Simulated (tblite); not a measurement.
Isomers of C8H18O. Level: GFN2-xTB in tblite, geometry and Hessian alike; calculated harmonic values, unscaled, isolated species. The method is semi-empirical: single wavenumbers can be off by several per cent or more. One conformer each.

Electronic energies: GFN2-xTB at the same geometries; isomer energies are rough at this level and their order can be wrong.

| SMILES | electronic energy, lowest = 0 (kcal/mol) |
| --- | --- |
| CCCCOCCCC | 4.0 |
| CCC(CC)OC(C)C | 0.7 |
| CCC[C@](C)(CC)OC | 3.3 |
| CC(C)(C)OC(C)(C)C | 0.0 |

Q: How do GFN2-xTB zero-point energies change the relative energies?

A: 
| SMILES | ZPE (kcal/mol) | of it from modes above 1550 cm⁻¹ | electronic (kcal/mol) | with ZPE, lowest = 0 (kcal/mol) | lowest mode (cm⁻¹) | rings |
| --- | --- | --- | --- | --- | --- | --- |
| CC(C)(C)OC(C)(C)C | 153.6 | 78.3 | 0.0 | 0.0 | 72 | 0 |
| CCC(CC)OC(C)C | 154.2 | 77.4 | 0.7 | 1.3 | 40 | 0 |
| CCC[C@](C)(CC)OC | 154.3 | 77.4 | 3.3 | 4.0 | 61 | 0 |
| CCCCOCCCC | 154.6 | 76.4 | 4.0 | 5.0 | 31 | 0 |

The zero-point energies span 1.0 kcal/mol, from `CC(C)(C)OC(C)(C)C` to `CCCCOCCCC`. The order is unchanged.

Q: What do entropy and thermal enthalpy add at 298.15 K and 1 bar (rigid rotor, harmonic oscillator, one conformer each)?

A: 
```
           SMILES  point group  symmetry number  S (cal/(mol K))  H − H(0) (kcal/mol)  ZPE + H − H(0) − TS (kcal/mol)
CC(C)(C)OC(C)(C)C           C2                2            101.9                 8.19                           131.4
    CCC(CC)OC(C)C           C1                1            108.8                 8.33                           130.1
 CCC[C@](C)(CC)OC           C1                1            106.7                 8.24                           130.8
        CCCCOCCCC           C2                2            109.9                 8.23                           130.1
```
